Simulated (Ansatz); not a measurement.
System: CH3Br2Ga, charge 0, multiplicity 1. SMILES: [CH3][Ga]([Br])[Br]
Coordinates optimised at B3LYP-D3(BJ)/def2-TZVP (Ansatz, a quantum-chemistry and plane-wave program):
```
Ga
C 1 1.9610
H 2 1.0882 1 110.03
H 2 1.0886 3 110.49 1 121.25
H 2 1.0908 3 109.18 4 119.66
Br 1 2.3034 2 122.81 3 -23.83
Br 1 2.3037 2 122.38 3 156.89
```

Quantity: vertical triplet-singlet gap (E(triplet) - E(singlet); each state is the SCF solution reached for its spin; for the triplet the Hartree-Fock reference is unstable and T1 is 0.038), in kcal/mol. Correlated levels leave the core frozen unless marked. Open shells are spin-unrestricted. No spin-orbit coupling. Frozen are the shells of the preceding noble gas and the d and f shells that filled before the atom's block. No relativistic terms. 

```json
[
 {"level": "HF/aug-cc-pVQZ", "program": "Ansatz", "vertical triplet-singlet gap (kcal/mol)": "130.2"},
 {"level": "RI-HF/aug-cc-pVTZ", "program": "Ansatz", "vertical triplet-singlet gap (kcal/mol)": "130.6"},
 {"level": "SVWN5/def2-TZVPD", "program": "Ansatz", "vertical triplet-singlet gap (kcal/mol)": "111.8"},
 {"level": "PBE/def2-TZVPD", "program": "Ansatz", "vertical triplet-singlet gap (kcal/mol)": "111.7"},
 {"level": "r2SCAN/def2-TZVPD", "program": "Ansatz", "vertical triplet-singlet gap (kcal/mol)": "116.8"},
 {"level": "B3LYP/def2-TZVPD", "program": "Ansatz", "vertical triplet-singlet gap (kcal/mol)": "119.3"},
 {"level": "PBE0/def2-TZVPD", "program": "Ansatz", "vertical triplet-singlet gap (kcal/mol)": "123.1"},
 {"level": "BHLYP/def2-TZVPD", "program": "Ansatz", "vertical triplet-singlet gap (kcal/mol)": "131.7"},
 {"level": "CAM-B3LYP/def2-TZVPD", "program": "Ansatz", "vertical triplet-singlet gap (kcal/mol)": "128.9"},
 {"level": "wB97M-V/def2-TZVPD", "program": "Ansatz", "vertical triplet-singlet gap (kcal/mol)": "133.7"},
 {"level": "wB97X-V/def2-TZVPD", "program": "Ansatz", "vertical triplet-singlet gap (kcal/mol)": "136.3"},
 {"level": "B2PLYP/def2-TZVPD", "program": "Ansatz", "vertical triplet-singlet gap (kcal/mol)": "129.4"},
 {"level": "RI-MP2/aug-cc-pVTZ", "program": "Ansatz", "vertical triplet-singlet gap (kcal/mol)": "143.7"},
 {"level": "RI-MP2/aug-cc-pVQZ", "program": "Ansatz", "vertical triplet-singlet gap (kcal/mol)": "144.8"},
 {"level": "CCSD/aug-cc-pVDZ", "program": "Ansatz", "vertical triplet-singlet gap (kcal/mol)": "137.0"},
 {"level": "CCSD/aug-cc-pVTZ", "program": "Ansatz", "vertical triplet-singlet gap (kcal/mol)": "137.4"},
 {"level": "CCSD(T)/aug-cc-pVDZ", "program": "Ansatz", "vertical triplet-singlet gap (kcal/mol)": "135.0"},
 {"level": "CCSD(T)/aug-cc-pVTZ", "program": "Ansatz", "vertical triplet-singlet gap (kcal/mol)": "135.2"}
]
```
